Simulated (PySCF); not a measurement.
Problem. Write Cartesian coordinates for `CO[CH]CC(=O)O` [radical] as optimised with GFN2-xTB. (Doublet state.)

Solution. 
```
atom  x, y, z in Å
C1     2.424   -0.329    0.682
O2     1.488    0.037   -0.296
C3     0.333   -0.691   -0.329
C4    -0.829   -0.038   -0.978
C5    -1.742    0.663    0.019
O6    -1.435    1.051    1.112
O7    -2.987    0.782   -0.466
H8     2.015   -0.186    1.688
H9     2.729   -1.375    0.568
H10    3.289    0.318    0.544
H11    0.180   -1.427    0.445
H12   -1.442   -0.754   -1.529
H13   -0.464    0.719   -1.675
H14   -3.560    1.229    0.177
```

Any rigid rotation of these coordinates is as good. Atoms count from 1 in this order. C3 (carbon bonded to C, O and H) has angles 120.2°, 117.8° and 116.0°, sum 354.0°, 0.18 Å off the plane of its three neighbours. C5 (carbon bonded to C and 2 O) is planar (angles 126.3°, 122.5° and 111.1°, sum 360.0°, 0.01 Å off the plane of its three neighbours). O7 (oxygen bonded to C and H) is bent (angle 110.5°). The C–O distances run from 1.200 Å (C5=O6, drawn double) to 1.403 Å (C1–O2, drawn single), a spread of 0.203 Å.

Bonds between heavy atoms (Å): C1–O2 1.403, O2–C3 1.365, C3–C4 1.482, C4–C5 1.523, C5=O6 1.200, C5–O7 1.341.

Computed geometry: GFN2-xTB, gas phase. This method treats the open shell by occupation alone, without spin polarisation.

Point group: C1 (no symmetry element, even within 0.4 Å). No frequency check. Torsions: C1–O2–C3–C4 158°, O2–C3–C4–C5 -95°, C3–C4–C5–O6 23°, C4–C5–O7–H 180°.

One conformer stands for the species.
